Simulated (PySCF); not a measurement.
C7H7O2 (charge -1).
Atom-mapped SMILES: `[O:1]=[CH:2]\[CH:3]=[CH:4]/[CH:5]=[CH:6]\[CH:7]=[CH:8]/[O-:9]` (hydrogens: H10 on C2; H11 on C3; H12 on C4; H13 on C5; H14 on C6; H15 on C7; H16 on C8)

Theory: PBE0-D3(BJ)/def2-SVP geometry optimisation, gas phase (PySCF).

(1) What internal coordinates does the optimisation give?

## Answers

(1) 
```
          bond  length (Å)          order
  O1=C2, C8–O9       1.229  double/single
  C2–C3, C7=C8       1.430  single/double
  C3=C4, C6–C7       1.389  double/single
  C4–C5, C5=C6       1.404  single/double
C2–H10, C8–H16       1.127         single
C3–H11, C7–H15       1.095         single
C4–H12, C6–H14       1.098         single
        C5–H13       1.094         single
```

Bonds in one row agree within 0.01 Å and their mean is given. Orders are formal, as drawn. A selection of angles:
```
   angle  degrees
O1–C2–C3    126.3
C2–C3–C4    125.9
C3–C4–C5    130.7
C4–C5–C6    124.7
C6–C7–C8    121.4
C7–C8–O9    128.1
```

Dihedral angles: O1–C2–C3–C4 180° (antiperiplanar); C2–C3–C4–C5 0° (synperiplanar); C3–C4–C5–C6 180° (antiperiplanar); C4–C5–C6–C7 0° (synperiplanar); C5–C6–C7–C8 180° (antiperiplanar); C6–C7–C8–O9 0° (synperiplanar).

C4 (alkene CH carbon) is planar (angles 130.7°, 114.7° and 114.6°, sum 360.0°, 0.00 Å off the plane of its three neighbours). C2 (carbon bonded to C, O and H) is planar (angles 126.3°, 119.1° and 114.6°, sum 360.0°, 0.00 Å off the plane of its three neighbours). The 9 heavy atoms lie in one plane (0.001 Å rms). Of the pairs four or more bonds apart, H10···H13 is among the closest relative to their van der Waals radii: 2.20 Å, 92 % of the sum of Bondi's values. C3 (carbon bonded to 2 C and H) is planar (angles 125.9°, 118.9° and 115.2°, sum 360.0°, 0.00 Å off the plane of its three neighbours). The 6 C–C bonds span 1.389 Å (C3=C4, drawn double in a drawing that doesn't fit all lengths) to 1.430 Å (C2–C3, drawn single in a drawing that doesn't fit all lengths), a spread of 0.041 Å. C5 (alkene CH carbon) is planar (angles 124.7°, 118.6° and 116.7°, sum 360.0°, 0.00 Å off the plane of its three neighbours).

Point group: Cs (every atom within 0.08 Å of its image). Whether it is a minimum is left open (no frequencies). The geometry's basis has no diffuse functions, a weakness for an anion.

Time: 79 s wall; peak memory 0.77 GiB. Hardware: an Arm Neoverse V1 with one thread, no GPU, shared host with 32 logical CPUs at a one-minute load of 15. This is the geometry optimisation.

One conformer stands for the species.
